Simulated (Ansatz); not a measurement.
Gas-phase electronic energies from Ansatz, PBE0-D4/def2-TZVP geometries. CBS: MP2 limit from def2 TZ/QZ plus the TZ coupled-cluster correction, frozen cores. This one scheme is used for every species. DFT in def2-TZVPP. B3LYP here is the variant with VWN-RPA as its local correlation; programs differ in this. Each species was taken in one conformer, which may not be the lowest.

Reaction (silylene formation by 1,1-elimination): `N[Si@H](F)N[Si@H](N)F` → `N[SiH](N)F` + `N[Si]F`

```
         level  ΔE (kJ/mol)  difference from CCSD(T)/CBS
      B3LYP-D4        207.6                         -8.4
        B2PLYP        202.4                        -13.6
           PBE        185.2                        -30.8
        r2SCAN        221.6                          5.6
          PBE0        205.9                        -10.1
 HF/def2-TZVPP        209.9                         -6.1
 HF/def2-QZVPP        209.9                         -6.1
MP2/def2-QZVPP        228.9                         12.9
  HF/CBS(def2)        209.9                         -6.1
 MP2/CBS(def2)        230.1                         14.1
   CCSD(T)/CBS        216.0                            0
```

Largest T1 diagnostic among the species: 0.014.

From PBE to PBE0 (25 % exact exchange), in def2-TZVPP and without D4, ΔE moves by +20.7 kJ/mol. In def2-TZVPP, CCSD(T) changes the Hartree–Fock value by +3.4 kJ/mol (the triples alone add +1.2 kJ/mol) and MP2 by +17.5 kJ/mol. The D4 term adds +23.1 kJ/mol with B3LYP and +13.0 kJ/mol with PBE0; it sums over pairs of atoms, weighted by their polarisabilities, and B3LYP, whose exchange is more repulsive, gets the larger term.
